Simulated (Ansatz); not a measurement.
System: dimethoxyborinic acid, C2H7BO3, net charge 0, singlet state. 
Coordinates optimised at B3LYP-D3(BJ)/def2-TZVP (Ansatz, an electronic-structure program):
SMILES: COB(O)OC
```xyz
13

C      2.1424     0.5673    -0.2405
O      0.7229     0.6135    -0.3370
B     -0.0444    -0.3657     0.2195
O      0.5424    -1.4139     0.8832
O     -1.4063    -0.3131     0.1220
C     -2.0446     0.7607    -0.5598
H      2.5315     1.4450    -0.7538
H      2.5379    -0.3337    -0.7130
H      2.4648     0.5847     0.8022
H     -0.1091    -2.0327     1.2268
H     -1.8084     1.7180    -0.0910
H     -3.1180     0.5873    -0.5064
H     -1.7353     0.7997    -1.6061
```
Charge 0, spin multiplicity 1.

Basis-set convergence of Hartree-Fock and MP2 correlation energies (hartree) with Ansatz. Valence correlation only, unless marked. Spin-orbit coupling is left out. Non-relativistic.

```csv
basis,functions,E(HF),"E(corr, MP2)"
cc-pVDZ,119,-329.25323,-0.91704
cc-pVTZ,278,-329.36297,-1.15570
cc-pVQZ,540,-329.38742,-1.24090
```

Extrapolating the two largest sets (X = 3 and 4) as X^-3: E(corr) = (64·(-1.24090) - 27·(-1.15570))/37 = -1.3031 Eh, an estimate of the basis-set limit. The largest set recovers 95.2 % of it, the smallest 70.4 %.
